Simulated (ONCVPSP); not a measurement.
## osmium, ONCV: configuration errors across variants

ONCVPSP 4.0.1 input, shortened (lines: element, Z, core and valence counts, functional; n l f; lmax; l rc ep ncon nbas qcut; lloc lpopt rc5 dvloc0; l nproj debl; icmod fcfact rcfact), PBE, scalar-relativistic:

```
  Os 76.00   10    4        4      upf
    1    0    2.00
    2    0    2.00
    2    1    6.00
    3    0    2.00
    3    1    6.00
    3    2   10.00
    4    0    2.00
    4    1    6.00
    4    2   10.00
    4    3   14.00
    5    0    2.00
    5    1    6.00
    5    2    6.00
    6    0    2.00
    2
    0    1.55    0.00    3    6    9.10
    1    1.60    0.00    4    8   10.70
    2    2.20    0.00    4    9    6.10
    4    5    1.45    1.00
    0    2    1.60
    1    1    0.40
    2    1    2.00
    3    3.75    1.40
```

All-electron excitation energies from the reference (eV): (1) 5s2 5p6 5d6 6s1 9.577; (2) 5s2 5p6 5d6 6s0 26.492; (3) 5s2 5p6 5d5 6s0 55.339; (4) 5s2 5p6 5d6 6s0 6p1 15.722.

A true bound ghost makes a file unfit for plane-wave use even where its test errors are small: the radial tests pick states by their node count and pass the ghost by.

Errors AE − PS in meV (a dash: test not solved or not reliable):

| change | (1) | (2) | (3) | (4) | bound ghosts | GHOST(+) flags above zero |
| --- | --- | --- | --- | --- | --- | --- |
| base | -3.3 | -8.8 | -16 | -25 | none | none |
| local potential polynomial inside 1.45 bohr (lpopt 5, dvloc0 -2.5 Ha) | -3.2 | -8.6 | -12 | +142 | none | s |
| local potential polynomial inside 1.45 bohr (lpopt 5, dvloc0 -0.5 Ha) | -3.2 | -8.6 | -14 | +52 | none | s |
| local potential polynomial inside 1.45 bohr (lpopt 5, dvloc0 0.5 Ha) | -3.3 | -8.8 | -15 | +4.8 | none | s |
| local potential polynomial inside 1.45 bohr (lpopt 5, dvloc0 3.5 Ha) | -3.3 | -8.8 | -14 | +261 | none | none |
| local potential polynomial inside 1.45 bohr (lpopt 5, dvloc0 4.5 Ha) | -3.3 | -8.8 | -16 | +95 | none | s |
| local potential polynomial inside 1.45 bohr (lpopt 5, dvloc0 6.5 Ha) | -3.3 | -8.9 | -17 | +16 | none | s |
| local potential polynomial inside 1.45 bohr (lpopt 5, dvloc0 8 Ha) | -3.3 | -9.0 | -18 | -13 | s | none |
| local potential polynomial inside 1.45 bohr (lpopt 5, dvloc0 9 Ha) | -3.3 | -9.1 | -19 | -28 | s | none |

**Question.** Give the same row for: local potential polynomial inside 1.45 bohr (lpopt 5, dvloc0 1.5 Ha).

**Answer.** -3.3, -8.8, -17, -67; bound ghosts: none; GHOST(+) flags above zero: s.
